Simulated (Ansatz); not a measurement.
**Worked example: GaH2Cl → GaCl + H2**

Species: GaH2Cl `[Cl][GaH2]`, singlet; GaCl, singlet; H2 (hydrogen), singlet. 

Shapes, held fixed at every level: PBE0-D4/def2-TZVP. Programs: Ansatz 0.2.0. The zero-point and thermal change to 298 K, harmonic and unscaled (PBE0-D4/def2-TZVP), is -2.9 kJ/mol.

At CCSD(T)/def2-TZVPP; 1 Eh = 2625.50 kJ/mol:

```
species   energy (Eh)
 GaH2Cl  -2384.429188
   GaCl  -2383.250812
     H2     -1.172332
```

Work out ΔH(298 K) of the reaction at this level.


1. Products less reactants: (-2383.250812) + (-1.172332) − [(-2384.429188)] = 0.006044 Eh = +15.9 kJ/mol.
2. With the thermal change: +15.9 + (-2.9) = +13.0 kJ/mol.

Other levels give -3.4 (B2PLYP/def2-TZVPP) to +27.1 kJ/mol (SPW92/def2-TZVPP). No measured value is set beside it here. Relativity is left out for Ga unless named. Correlated rows may include outer-core shells of Ga, which these sets cover unevenly.
